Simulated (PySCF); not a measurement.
Al(Me)2(vinyl) (C₄H₉Al), SMILES C=[CH][Al]([CH3])[CH3].

Geometry optimised at B3LYP-D3(BJ)/def2-SVP. The structure was generated by enumeration; whether it is a known compound was not checked. Other conformers were not sampled.

Calculation: PySCF with HF/def2-TZVP.

The molecule is in vacuum.

```yaml
total_energy: -398.68311 hartree
highest_occupied_level: -10.05 eV
lowest_empty_level: 1.96 eV
orbital_gap: 12.01 eV
dipole_moment: 0.13 D
quadrupole, principal values (traceless, Buckingham form, about the centre of nuclear charge): -2.46, -0.35, 2.81 D·Å
mean_static_polarisability: 71.0 bohr³ (10.52 Å³)
polarisability_principal_values: 54.1, 69.9, 89.0 bohr³
```
